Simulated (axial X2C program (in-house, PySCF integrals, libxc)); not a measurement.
# How long does CrGa take?

A bond scan computed with an in-house relativistic program for diatomic molecules. Basis: Ga dyall-cv3z [9s9p7d4f1g], Cr dyall-cv3z [9s10p6d3f2g] (cores contracted in-house).

The run was started with this input:
```json
{"zs": [31, 24], "q": 0, "bas": ["dyall-cv3z", "dyall-cv3z"], "levels": ["PBE0", "HF", "B97-3"], "cc": true, "r0": 2.46, "thr": -1.0, "nmax": 90, "npts": 10, "nst": 2, "ntry": 6}
```
```bash
python so2c.py task.json out
```

Keys: zs atomic numbers; q charge; bas basis sets; levels methods; cc coupled cluster on or off; r0 starting distance in Å; thr threshold in hartree for freezing inner shells (an s shell follows its p shell); nmax most natural virtual spinors; npts points on the curve; nst determinants followed; ntry starts of the search. HF also brings MP2.

Hardware: 1 thread of Arm Neoverse N1 (shared host).

Wall time of one point of each curve, integrals apart:

```csv
Hamiltonian,level,points,seconds a point
spin-free,PBE0,9,1.5
spin-free,HF,9,0.88
spin-free,"CCSD(T) (9 electrons, 89 virtuals)",7,7.4
spin-free,B97-3,9,1.6
2c,PBE0,9,2.2
2c,HF,9,2.3
2c,"CCSD(T) (9 electrons, 90 virtuals)",7,11
2c,B97-3,9,2.3
```

The rest:

Search with its distance optimisation 130 s, atoms 12 s, whole task 380 s. Coupled cluster runs on the points near the minimum only. The program drops outer points, and coupled cluster, when its time limit (not in the input) nears; MP2, further determinants and curves that did not converge are not in the table.
